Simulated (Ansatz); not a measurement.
Computed with Ansatz on PBE0-D4/def2-TZVP structures; ΔE is electronic, products minus reactants. CBS: MP2 limit from def2 TZ/QZ plus the TZ coupled-cluster correction, frozen cores. Functionals use def2-TZVPP. Elements past krypton have def2 core potentials. For Sn outer-core shells are correlated without core-valence functions, which leaves a few kJ/mol of doubt a bond. One conformer a species, not always the lowest.

Reaction (ligand exchange at the Si–C bond): `[SiH3][CH2][SnH2][Cl]` + `CC(O)O` → `CC(O)O[SiH3]` + `[CH3][SnH2][Cl]`

`[SiH3][CH2][SnH2][Cl]`:

```xyz
11

Si    0.193    0.920    1.391
C    -0.780   -0.267    0.323
Sn    0.240   -0.913   -1.437
Cl    0.641    1.021   -2.688
H     0.482    2.172    0.648
H    -0.565    1.256    2.627
H     1.482    0.289    1.787
H    -1.030   -1.167    0.895
H    -1.718    0.189   -0.004
H     1.771   -1.585   -1.109
H    -0.715   -1.915   -2.432
```

`CC(O)O`:

```xyz
10

C    -1.064   -0.306    0.062
C     0.293    0.338    0.196
O     0.644    0.835   -1.068
O     1.267   -0.544    0.686
H    -1.377   -0.721    1.020
H    -1.803    0.424   -0.272
H    -1.021   -1.109   -0.680
H     0.269    1.147    0.937
H     1.509    1.248   -0.986
H     1.282   -1.313    0.105
```

`CC(O)O[SiH3]`:

Z-matrix (Å, degrees):
```
C
C 1 1.507
H 1 1.091 2 110.5
H 1 1.091 2 109.2 3 -120.0
H 1 1.091 2 110.1 3 120.3
O 2 1.389 1 107.8 3 -179.7
O 2 1.414 1 111.4 3 61.2
H 2 1.104 1 110.6 3 -59.0
H 6 0.962 2 108.1 1 -175.8
Si 7 1.644 2 124.5 1 -86.8
H 10 1.480 7 106.4 2 -169.0
H 10 1.491 7 110.1 2 -49.1
H 10 1.488 7 112.0 2 71.1
```

`[CH3][SnH2][Cl]`:

Cartesian coordinates in Å:
```
C -1.102 0.159 -0.400
Sn 0.926 -0.205 0.130
Cl 1.138 0.507 2.351
H -1.317 1.220 -0.286
H -1.279 -0.139 -1.434
H -1.754 -0.414 0.259
H 1.345 -1.858 0.138
H 2.042 0.729 -0.758
```

| species | ωB97X-V energy (Eh) |
| --- | --- |
| `[SiH3][CH2][SnH2][Cl]` | -1006.24001 |
| `CC(O)O` | -230.29922 |
| `CC(O)O[SiH3]` | -520.98690 |
| `[CH3][SnH2][Cl]` | -715.58084 |

Problem. Work out ΔE.

Solution. ΔE = (-520.98690) + (-715.58084) − (-1006.24001) − (-230.29922) = -0.02851 Eh = -74.9 kJ/mol. CCSD(T)/CBS gives -72.7 kJ/mol.

Largest T1 diagnostic among the species: 0.011.

In def2-TZVPP, CCSD(T) changes the Hartree–Fock value by +19.3 kJ/mol (the triples alone add +2.4 kJ/mol) and MP2 by +18.6 kJ/mol.
